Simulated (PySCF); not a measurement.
C2H11Si4 (doublet state).
Geometry (GFN2-xTB, Å), atoms numbered from 1 in this order:
```
atom  x, y, z in Å
C1    -3.1415    0.3090    1.4406
C2    -2.3568    0.5578    0.3902
Si3   -0.9788    1.8040    0.3302
Si4    0.7300    1.3737   -1.1275
Si5    1.5596   -0.7994   -1.3084
Si6    2.1783   -1.7442    0.7052
H7    -2.9972    0.8146    2.3812
H8    -3.9467   -0.4084    1.4084
H9    -2.5638    0.0224   -0.5309
H10   -0.7339    2.2839    1.6990
H11    1.8327    2.2783   -0.7522
H12    0.3091    1.8699   -2.4528
H13    2.6569   -0.8968   -2.2869
H14    0.4941   -1.6093   -1.9263
H15    1.0576   -1.7057    1.6500
H16    3.2753   -1.0003    1.3305
H17    2.6182   -3.1376    0.6197
```

The hyperfine couplings belong to this conformer and change with its torsions.

As a line formula: `C=C[SiH][SiH2][SiH2][SiH3]` [radical].

Level of theory: UKS B3LYP, pcH-1 on C H Si, non-relativistic, mean-field spin-orbit, GIAO (PySCF). The structure is a single GFN2-xTB conformer in the gas phase; no vibrational or solvent corrections. Couplings are sensitive to structure, and on GFN2-xTB geometries they can be far from those on DFT ones, by a factor of two or more for some ions and for spin on atoms past the first row. Stability of the SCF solution: not tested.

(1) Match the computed a_iso(13C) values +22.1, -12.4 MHz with the sites C1; C2.

(2) The isotropic 29Si couplings are -297.6, -53.6, -10.6, +1.1 MHz. Assign them to Si3; Si4; Si5; Si6.

Results:

(1) 
```tsv
site	a_iso (MHz)	ρ(0) (bohr⁻³)	position	distance from Si3 (Å)	spin population	largest |T| (MHz)
C1	+22.1	+0.0197	2 bonds from Si3	2.85	+0.24	37.1
C2	-12.4	-0.0110	1 bond from Si3	1.86	-0.14	14.5
```

(2) 
```json
{"site": "Si3", "a_iso (MHz)": "-297.6", "ρ(0) (bohr⁻³)": "+0.3359", "position": "largest spin population", "distance from Si3 (Å)": "0.00", "spin population": "+0.88", "largest |T| (MHz)": "157.5"}
{"site": "Si4", "a_iso (MHz)": "-10.6", "ρ(0) (bohr⁻³)": "+0.0120", "position": "1 bond from Si3", "distance from Si3 (Å)": "2.29", "spin population": "-0.01", "largest |T| (MHz)": "4.5"}
{"site": "Si5", "a_iso (MHz)": "-53.6", "ρ(0) (bohr⁻³)": "+0.0603", "position": "2 bonds from Si3", "distance from Si3 (Å)": "3.99", "spin population": "+0.04", "largest |T| (MHz)": "10.1"}
{"site": "Si6", "a_iso (MHz)": "+1.1", "ρ(0) (bohr⁻³)": "-0.0013", "position": "3 bonds from Si3", "distance from Si3 (Å)": "4.76", "spin population": "0.00", "largest |T| (MHz)": "0.3"}
```

ρ(0) is the spin density at the nucleus and T the dipolar tensor; a_iso includes a spin–orbit part; entries for several nuclei are means. The Mulliken spin populations are largest on Si3 (+0.88), C1 (+0.24) and C2 (-0.14). The positive populations add up to 1.19 and the negative ones to -0.19, together 2S = 1. The angles at Si3 add up to 346.8°, so it is slightly pyramidal.

Class means assume fast exchange of nuclei equivalent by connectivity; if that motion is slow, each nucleus keeps its own coupling. The 1H value of +10.7 MHz is a mean of couplings from -1.5 to 22.9 MHz in this one geometry, not an average over conformers. The 1H value of +6.8 MHz is a mean of couplings from -2.0 to 15.7 MHz in this one geometry, not an average over conformers.

Hardware: one thread of an Arm Neoverse V2 (shared host). Cost: 97 s (grids of density and orbitals included), 1.0 GiB resident at most.
